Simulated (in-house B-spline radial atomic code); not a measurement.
# RPA and G0W0 on r2SCAN0: Rb7+

Configuration [Ar] 3d10 4s2, mean-field start r2SCAN0. Computed with an all-electron radial atomic-structure program (B-spline basis): all electrons, scalar-relativistic (spin-free one-electron X2C), finite nucleus, each spin shell either full or empty, empty states to l = 9 with an (l + 1/2)⁻⁴ tail; G0W0 by contour deformation at full frequency.

Command:
```bash
python run_gw.py task.json out
```
Settings (radii: box in bohr, nucleus in fm):
```
Z                        37
electrons                30
configuration            [Ar] 3d10 4s2
hamiltonian              x2c
method                   r2scan0
lmax                     9
rms_radius               4.2036
spin_polarised           False
box_radius               8.41
intervals                67
ion_configuration        [Ar] 3d10 4s1
```

Run time, properties included: 9.1 s on 1 thread of Arm Neoverse N1, with other jobs on the host.

Energies (hartree):

| term | value |
| --- | --- |
| mean-field total | -2967.22974 |
| Hartree-Fock functional on these orbitals | -2965.63369 |
| direct second order | -2.5379 |
| second-order exchange | 0.74131 |
| SOSEX correction | 0.68984 |

(1) What is the RPA correlation energy, and what remains with SOSEX?

Quasi-particle levels (eV):

```csv
level,occupied,mean field,Σx - vxc,Σc,QP weight,G0W0
4s,yes,-127.30,-3.55,?,?,?
3p,yes,-346.52,-22.46,7.83,0.900,-361.14
4p,no,-103.28,6.40,-1.77,0.971,-98.65
```

G0W0 = mean field + (Σx - vxc) + Σc, with Σc (partial-wave tail included) taken at the quasi-particle energy. Only the outer levels were computed. Levels of low weight are left out.

(2) Where does G0W0 put 4s?

(3) What does it cost to remove one electron (to [Ar] 3d10 4s1) by differences of total energies, each species on its own start (correlation terms add to the Hartree-Fock functional)?

Answers

(1) RPA gives -2.2621 hartree (-2.05 eV per electron); RPA + SOSEX gives -1.5722, and the second-order doubles -1.7966 hartree (no singles). RPA lacks exchange-type terms and so overcorrelates at short range.

(2) At -133.39 eV, with Σc = -2.54 eV and a quasi-particle weight of 0.973. The tabulated removal energy is 132.79 ± 0.25 eV (NIST, semi-empirical); the calculation leaves out spin-orbit coupling, Breit and QED terms, and what these don't explain is the method's own error.

(3) r2SCAN0 132.43 eV, Hartree-Fock functional 130.55 eV, + RPA 133.19 eV, + RPA + SOSEX 132.58 eV, + second order 133.37 eV. Tabulated: 132.79 ± 0.25 eV (NIST, semi-empirical); the calculation leaves out spin-orbit coupling, Breit and QED terms, and what these don't explain is the method's own error.
